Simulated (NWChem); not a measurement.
ZnHSF; SMILES [F][Zn][SH]

```xyz
4

Zn    -0.0038     0.3770     0.0000
F     -0.0222     2.0939     0.0000
S     -0.0605    -1.7639     0.0000
H      1.2815    -1.9338     0.0000
```
Atoms are numbered in this order, from 1.

Program: NWChem. Medium grid unless said otherwise, to which SCAN and Minnesota functionals are sensitive. Geometry: optimised at B3LYP/6-31G* (spherical d). B3LYP is NWChem's, with the RPA form of VWN correlation.

### Question
Order these by “dipole (D)”, lowest first: MPW1K/def2-TZVP; TPSSh/def2-TZVP; LDA (Slater exchange, PW92)/def2-TZVP.

### Answer
TPSSh/def2-TZVP (1.56), MPW1K/def2-TZVP (1.64), LDA (Slater exchange, PW92)/def2-TZVP (1.76)
